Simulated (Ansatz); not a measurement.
Calculated with Ansatz (gas phase, PBE0-D4/def2-TZVP geometries, no zero-point term in ΔE). CCSD(T)/CBS is the MP2 limit (def2-TZVPP, def2-QZVPP) plus CCSD(T) − MP2 in def2-TZVPP, frozen cores. This one scheme is used for every species. DFT in def2-TZVPP. One conformer a species, not always the lowest.

Reaction (redistribution): `B[SiH](N)[SiH2]F` + `O[Si](F)(F)[SiH3]` → `N[SiH](F)[SiH2]F` + `B[Si](O)(F)[SiH3]`

`B[SiH](N)[SiH2]F`:

Z-matrix (Å, degrees):
```
Si
N 1 1.723
Si 1 2.353 2 110.0
B 1 1.991 2 113.9 3 -118.5
H 1 1.504 2 115.2 3 115.4
H 2 1.006 1 121.6 3 -57.9
H 2 1.006 1 120.1 3 153.7
F 3 1.609 1 110.9 2 -74.0
H 3 1.490 1 111.8 2 45.4
H 3 1.487 1 110.7 2 166.8
H 4 1.197 1 118.4 2 -177.3
H 4 1.196 1 123.8 2 5.1
```

`O[Si](F)(F)[SiH3]`:

```xyz
9

O     1.283    1.230    0.746
Si    0.490    0.526   -0.481
F    -0.252    1.628   -1.357
F     1.525   -0.148   -1.486
Si   -1.011   -1.038    0.368
H     1.944    1.904    0.575
H    -1.730   -1.683   -0.760
H    -1.985   -0.353    1.255
H    -0.266   -2.066    1.139
```

`N[SiH](F)[SiH2]F`:

Z-matrix (Å, degrees):
```
Si
F 1 1.609
Si 1 2.350 2 108.3
N 1 1.697 2 114.7 3 118.0
H 1 1.484 2 105.1 3 -123.3
F 3 1.612 1 106.9 2 94.0
H 3 1.487 1 111.4 2 -148.8
H 3 1.485 1 114.0 2 -24.9
H 4 1.007 1 122.9 2 77.3
H 4 1.007 1 121.7 2 -80.9
```

`B[Si](O)(F)[SiH3]`:

Cartesian coordinates in Å:
```
B -1.612 -1.166 0.588
Si 0.275 -0.684 0.118
O 1.207 -0.761 1.470
F 0.901 -1.672 -0.989
Si 0.356 1.473 -0.849
H -2.316 -1.749 -0.182
H -2.096 -0.772 1.607
H 2.129 -0.510 1.396
H -0.298 2.467 0.046
H 1.780 1.872 -1.033
H -0.325 1.502 -2.171
```

```
             level  ΔE (kcal/mol)
         r2SCAN-D4            6.6
SCS-MP2/def2-TZVPP            5.5
```

What does CCSD(T)/CBS give? (Estimate.)

Computed: +5.9 kcal/mol. The listed levels differ from it by 0.7, -0.4 kcal/mol.

Largest T1 diagnostic among the species: 0.013.
